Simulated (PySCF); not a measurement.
**Ga⁺ (gallium, charge +1) across methods**

[Ar] 3d10 4s1 5s1, high-spin 3S determinant (an excited configuration). All numbers are calculated (PySCF 2.14, the spin-free X2C one-electron Hamiltonian (Gaussian nucleus), in x2c-QZVPPall with one added diffuse shell each of s, p, d, f type (12s8p6d5f1g, 110 functions)).

| method | E (hartree) | mean ε 3d β (eV) | mean ε 4s α (eV) | mean ε 5s α (eV) | Σ⟨r²⟩ (bohr²) | ⟨S²⟩ |
| --- | --- | --- | --- | --- | --- | --- |
| r2SCAN | -1943.170 | -33.885 | -21.431 | -6.336 | 50.42 | 2.001 |
| PBE0 | -1942.952 | -36.738 | -22.171 | -6.744 | 50.42 | 2.001 |
| PBE | -1942.936 | -33.320 | -21.184 | -6.383 | 49.85 | 2.001 |
| LDA | -1940.053 | -33.703 | -21.556 | -6.362 | 49.72 | 2.001 |
| LC-wPBE | -1942.973 | -38.894 | -25.056 | -7.932 | 50.99 | 2.001 |
| UHF | -1941.61320 | -46.063 | -24.623 | -7.479 | 53.28 | 2.001 |
| r2SCANh | -1943.156 | -35.199 | -21.823 | -6.471 | 50.56 | 2.001 |

The outer electron is Rydberg-like, and this basis confines it to a smaller radius and binds it less than a complete one would.
